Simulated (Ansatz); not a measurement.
Species: sum formula WOF2 (charge 0, triplet). The spin state was set by rule; other spins were not relaxed. SMILES: [F][W](=[O])[F]
Geometry: optimised at B3LYP-D3(BJ)/def2-TZVP (Ansatz, a quantum-chemistry and plane-wave program).

Wanted: vertical electron affinity (to the doublet state of charge -1; a negative value means that the extra electron is unbound and the number depends on the basis; each state is the SCF solution reached for its spin; the UHF <S^2> is 2.12 for the triplet (pure: 2.00); for the doublet the Hartree-Fock reference is unstable and T1 is 0.028), in eV. Correlated levels leave the core frozen unless marked. Open shells are spin-unrestricted. No spin-orbit coupling. Frozen are the shells of the preceding noble gas and the d and f shells that filled before the atom's block. In def2 rows, elements after Kr have scalar-relativistic effective core potentials. Anions need diffuse functions: def2-D sets add few. CBS marks a two-point X^-3 extrapolation of the correlation energy; Hartree-Fock from the larger set.

| level | program | vertical electron affinity (eV) |
|---|---|---|
| HF/def2-TZVPPD | Ansatz | 0.56 |
| HF/def2-QZVPPD | Ansatz | 0.56 |
| SVWN5/def2-TZVPD | Ansatz | 2.02 |
| PBE/def2-TZVPD | Ansatz | 1.69 |
| r2SCAN/def2-TZVPD | Ansatz | 1.56 |
| B3LYP/def2-TZVPD | Ansatz | 1.87 |
| PBE0/def2-TZVPD | Ansatz | 1.64 |
| BHLYP/def2-TZVPD | Ansatz | 1.70 |
| CAM-B3LYP/def2-TZVPD | Ansatz | 1.85 |
| wB97M-V/def2-TZVPD | Ansatz | 1.76 |
| wB97X-V/def2-TZVPD | Ansatz | 1.75 |
| wB97X/def2-TZVPD | Ansatz | 1.92 |
| B2PLYP/def2-TZVPD | Ansatz | 1.68 |
| RI-MP2/CBS(def2-TZVPPD,def2-QZVPPD) | Ansatz | 1.72 |
| CCSD/def2-SVPD | Ansatz | 1.56 |
| CCSD(T)/def2-SVPD | Ansatz | 1.64 |
